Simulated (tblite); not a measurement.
C2H15NOSi4.
Atom-mapped SMILES: `[CH3:1][CH2:2][Si@H:3]([O:4][SiH3:5])[N:6]([SiH3:7])[SiH3:8]` (hydrogens: H9, H10, H11 on C1; H12, H13 on C2; H14 on Si3; H15, H16, H17 on Si5; H18, H19, H20 on Si7; H21, H22, H23 on Si8)

The geometry is computed with GFN2-xTB (gas phase).

(1) Give the optimised bond lengths and angles.

Answers

(1) 
```json
{"bond": "C1–C2", "length (bohr)": "2.877", "order": "single"}
{"bond": "C2–Si3", "length (bohr)": "3.572", "order": "single"}
{"bond": "Si3–O4", "length (bohr)": "3.072", "order": "single"}
{"bond": "O4–Si5", "length (bohr)": "3.061", "order": "single"}
{"bond": "Si3–N6", "length (bohr)": "3.295", "order": "single"}
{"bond": "N6–Si7, N6–Si8", "length (bohr)": "3.293", "order": "single"}
{"bond": "C1–H9, C1–H10, C1–H11", "length (bohr)": "2.056", "order": "single"}
{"bond": "C2–H12", "length (bohr)": "2.061", "order": "single"}
{"bond": "C2–H13", "length (bohr)": "2.060", "order": "single"}
{"bond": "Si3–H14", "length (bohr)": "2.767", "order": "single"}
{"bond": "Si5–H15, Si5–H16, Si5–H17", "length (bohr)": "2.763", "order": "single"}
{"bond": "Si7–H18 and 5 like bonds", "length (bohr)": "2.767", "order": "single"}
```

Bonds in one row agree within 0.02 bohr and their mean is given. Orders are formal, as drawn. A selection of angles:
```json
{"angle": "C1–C2–Si3", "degrees": "112.0"}
{"angle": "C2–Si3–O4", "degrees": "107.2"}
{"angle": "C2–Si3–N6", "degrees": "113.5"}
{"angle": "O4–Si3–N6", "degrees": "109.4"}
{"angle": "Si3–O4–Si5", "degrees": "146.3"}
{"angle": "Si3–N6–Si7", "degrees": "119.5"}
{"angle": "Si3–N6–Si8", "degrees": "117.1"}
{"angle": "Si7–N6–Si8", "degrees": "119.8"}
```

Torsions: C1–C2–Si3–O4 178° (antiperiplanar); C2–Si3–O4–Si5 -160° (antiperiplanar); C2–Si3–N6–Si7 47° (synclinal).

Si7 (SiH3 silicon) is tetrahedral (angles from 106.5° to 111.6°). Si5 (oxygen-bound silicon) is distorted tetrahedral (angles from 102.6° to 112.8°). N6 (nitrogen bridging silicon atoms) is almost planar (angles 119.8°, 119.5° and 117.1°, sum 356.4°, 0.19 Å off the plane of its three neighbours). All 3 N–Si bonds measure 1.742 to 1.744 Å. Si3 (oxygen-bound silicon) is distorted tetrahedral (angles from 107.2° to 113.5°). Of the pairs four or more bonds apart, Si5···Si8 is among the closest relative to their van der Waals radii: 4.22 Å, 100 % of the sum of Bondi's values.

Point group: C1 (no symmetry element, even within 0.4 Å). GFN2-xTB frequencies show an imaginary mode (35i cm⁻¹), so the point is no minimum at that level.
